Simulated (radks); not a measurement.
Isoelectronic series with 18 electrons, each ion in its NIST ground configuration. Method: Dirac Kohn-Sham, PBE, spin-unpolarised, spherical densities, finite nucleus; Fermi nuclear charge, rms radius of each element as measured or else 0.836 A^(1/3) + 0.57 fm; computed with a radial shooting solver on a logarithmic mesh with Libxc functionals. Total energies (hartree) and mean radii <r> (bohr):

[
 {"ion": "Ar", "configuration": "[Ar]", "E (hartree)": "-529.23139", "3p3/2": "1.668", "3p1/2": "1.657", "3s1/2": "1.406"},
 {"ion": "Ca2+", "configuration": "[Ar]", "E (hartree)": "-679.66232", "3p3/2": "1.260", "3p1/2": "1.253", "3s1/2": "1.152"},
 {"ion": "Ti4+", "configuration": "[Ar]", "E (hartree)": "-850.22146", "3p3/2": "1.029", "3p1/2": "1.022", "3s1/2": "0.9747"},
 {"ion": "Cr6+", "configuration": "[Ar]", "E (hartree)": "-1040.95095", "3p3/2": "0.8740", "3p1/2": "0.8678", "3s1/2": "0.8457"},
 {"ion": "Fe8+", "configuration": "[Ar]", "E (hartree)": "-1251.93646", "3p3/2": "0.7614", "3p1/2": "0.7553", "3s1/2": "0.7472"},
 {"ion": "Ni10+", "configuration": "[Ar]", "E (hartree)": "-1483.28950", "3p3/2": "0.6754", "3p1/2": "0.6693", "3s1/2": "0.6694"},
 {"ion": "Zn12+", "configuration": "[Ar]", "E (hartree)": "-1735.14029", "3p3/2": "0.6073", "3p1/2": "0.6011", "3s1/2": "0.6063"},
 {"ion": "Ge14+", "configuration": "[Ar]", "E (hartree)": "-2007.63686", "3p3/2": "0.5519", "3p1/2": "0.5456", "3s1/2": "0.5540"},
 {"ion": "Se16+", "configuration": "[Ar]", "E (hartree)": "-2300.94380", "3p3/2": "0.5058", "3p1/2": "0.4994", "3s1/2": "0.5100"},
 {"ion": "Kr18+", "configuration": "[Ar]", "E (hartree)": "-2615.24100", "3p3/2": "0.4670", "3p1/2": "0.4603", "3s1/2": "0.4722"},
 {"ion": "Sr20+", "configuration": "[Ar]", "E (hartree)": "-2950.72484", "3p3/2": "0.4337", "3p1/2": "0.4268", "3s1/2": "0.4396"},
 {"ion": "Zr22+", "configuration": "[Ar]", "E (hartree)": "-3307.60810", "3p3/2": "0.4048", "3p1/2": "0.3977", "3s1/2": "0.4111"},
 {"ion": "Mo24+", "configuration": "[Ar]", "E (hartree)": "-3686.11896", "3p3/2": "0.3795", "3p1/2": "0.3722", "3s1/2": "0.3859"}
]
